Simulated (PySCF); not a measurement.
Isomers of C7H7NO, mass 121.053 u with the commonest isotopes. Computed with PBE0/def2-SVPD in PySCF (dipole) on a GFN2-xTB geometry, gas phase. One conformer each, none proved a minimum here; rigid rotors.

Task: Order these by dipole moment, largest first.
A. `[CH2:1]=[N:2][c:3]1[cH:4][cH:5][c:6]([OH:7])[cH:8][cH:9]1` with C1–N2–C3–C4 -42°, C5–C6–O7–H -179°
B. `[H]/[N:1]=[CH:2]\[CH:3]=[CH:4]/[c:5]1[cH:6][cH:7][cH:8][o:9]1` with N1–C2–C3–C4 180°, C3–C4–C5–C6 180°
C. `[CH2:1]=[C:2]1[CH:3]=[CH:4][CH:5]=[C:6]1[NH:7][CH:8]=[O:9]` with C5–C6–N7–C8 0°, C6–N7–C8–O9 0°

Result: C (4.15 D), B (3.80 D), A (0.99 D).

Task: Order these by rotational constant B, smallest first.
A. `[CH2:1]=[N:2][c:3]1[cH:4][cH:5][c:6]([OH:7])[cH:8][cH:9]1` with C1–N2–C3–C4 -42°, C5–C6–O7–H -179°
B. `[H]/[N:1]=[CH:2]\[CH:3]=[CH:4]/[c:5]1[cH:6][cH:7][cH:8][o:9]1` with N1–C2–C3–C4 180°, C3–C4–C5–C6 180°
C. `[CH2:1]=[C:2]1[CH:3]=[CH:4][CH:5]=[C:6]1[NH:7][CH:8]=[O:9]` with C5–C6–N7–C8 0°, C6–N7–C8–O9 0°

Result: B (959.1 MHz), A (1033 MHz), C (1288 MHz).

Task: Order these by rotational constant C, smallest first.
A. `[CH2:1]=[N:2][c:3]1[cH:4][cH:5][c:6]([OH:7])[cH:8][cH:9]1` with C1–N2–C3–C4 -42°, C5–C6–O7–H -179°
B. `[H]/[N:1]=[CH:2]\[CH:3]=[CH:4]/[c:5]1[cH:6][cH:7][cH:8][o:9]1` with N1–C2–C3–C4 180°, C3–C4–C5–C6 180°
C. `[CH2:1]=[C:2]1[CH:3]=[CH:4][CH:5]=[C:6]1[NH:7][CH:8]=[O:9]` with C5–C6–N7–C8 0°, C6–N7–C8–O9 0°

Result: B (797.9 MHz), A (872.5 MHz), C (925.6 MHz).

| SMILES | point group | Ia (u·Å²) | Ib (u·Å²) | Ic (u·Å²) | κ | μa (D) | μb (D) | μc (D) |
| --- | --- | --- | --- | --- | --- | --- | --- | --- |
| C=Nc1ccc(O)cc1 | C1 | 97.82 | 489.22 | 579.24 | -0.93 | 0.32 | 0.21 | 0.91 |
| C=C1C=CC=C1NC=O | Cs | 153.62 | 392.41 | 546.03 | -0.69 | 2.27 | 3.47 | 0.00 |
| [H]/N=C\C=C/c1ccco1 | Cs | 106.44 | 526.96 | 633.40 | -0.92 | 3.12 | 2.16 | 0.00 |
